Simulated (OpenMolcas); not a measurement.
## neutral germanium: CASPT2 settings compared

| Property | Result |
| --- | --- |
| Program | OpenMolcas 26.06 |
| Basis | ANO-R2 [6s5p4d3f1g] |
| Scalar Hamiltonian | X2C, finite nucleus |
| Active space | 4 electrons in 4 orbitals (4s 4p) |
| State averaging | 2S+1 = 3 even, 3 roots; 2S+1 = 1 even, 6 roots; 2S+1 = 5 odd, 1 root |
| Spin-orbit coupling | RASSI with atomic mean-field integrals over the reference wave functions, term energies averaged over their components |

Methods on the same reference wave functions:
A. CASSCF
B. SS-CASPT2, IPEA 0.75 Eh, real shift 0.4 Eh (closed shells correlated: 3s 3p 3d)
C. SS-CASPT2, IPEA 0.15 Eh, imaginary shift 0.4 Eh (closed shells correlated: 3s 3p 3d)
D. SS-CASPT2, IPEA 0.15 Eh, imaginary shift 0.15 Eh (closed shells correlated: none)

Energies in cm-1 above 4s2 4p2 3P0, the measured ground level; measured values from NIST Handbook of Basic Atomic Spectroscopic Data.

```json
{"Level": "4s2 4p2 3P0", "A": "0.0", "B": "0.0", "C": "0.0", "D": "0.0", "Measured": "0.0"}
{"Level": "4s2 4p2 3P1", "A": "490", "B": "492", "C": "490", "D": "495", "Measured": "557"}
{"Level": "4s2 4p2 3P2", "A": "1266", "B": "1250", "C": "1253", "D": "1258", "Measured": "1410"}
{"Level": "4s2 4p2 1D2", "A": "9523", "B": "6950", "C": "7470", "D": "7450", "Measured": "7125"}
{"Level": "4s2 4p2 1S0", "A": "17061", "B": "16550", "C": "16920", "D": "16030", "Measured": "16367"}
{"Level": "4s 4p3 5S* 2", "A": "30517", "B": "38860", "C": "39900", "D": "36520", "Measured": "41927"}
```

Deviations, from unrounded energies. A percentage is the sum of absolute deviations over the sum of measured energies, with the sign that they share, or ± where signs differ.

| Against measurement | Levels | A | B | C | D |
| --- | --- | --- | --- | --- | --- |
| mean absolute deviation (cm-1) | 5 | 2900 | 730 | 630 | 1300 |
| fine structure of the ground term (%) | 2 | -10.7 | -11.4 | -11.4 | -10.9 |
| other terms of the ground configuration (%) | 2 | +13.2 | ±1.5 | +3.8 | ±2.8 |
| other configurations (%) | 1 | -27.2 | -7.3 | -4.8 | -12.9 |

C lies closest to measurement on these levels and A furthest from it. The largest miss of C in the table is 4s 4p3 5S* 2, by -2000 cm-1. The ranking rests on the paired levels alone, and a cruder setting can come out closer through cancelling errors.

Among B to D the level of the table that moves most is 4s 4p3 5S* 2, by 3400 cm-1 (lowest in D, highest in C). Moves below CASPT2's spread within the term are not significant.

From A to B the spin-free energies of the other terms of 4s2 4p2 shown, above 3P, scale by factors of 0.70 to 0.97.

The lowest spin-free term lies below A's lowest term by 0.786 hartree in B, 0.801 hartree in C, 0.048 hartree in D.

CASPT2 breaks the degeneracy within a term, and the mean is taken; among the terms shown or strongly mixed into the levels shown the widest spread is 48 cm-1 (4s2 4p2 1D, B). Terms of s pⁿ other than that of highest spin mix with s² pⁿ⁻² d, which this space lacks; all of them can be thousands of cm-1 off, and some have no real level of that name. Without dynamic correlation excited terms often stand tens of per cent too high (terms of higher spin than the ground term too low), and those without a measured partner can miss by more than the paired ones (holds for A). Measured partners are found by configuration, term and J. A level has none where our copy of the source lacks it or the pairing is in doubt (some pairs that miss far off the trend of their configuration count as doubtful), and it then counts in no deviation. Only configurations of the active space appear.

* marks odd parity.
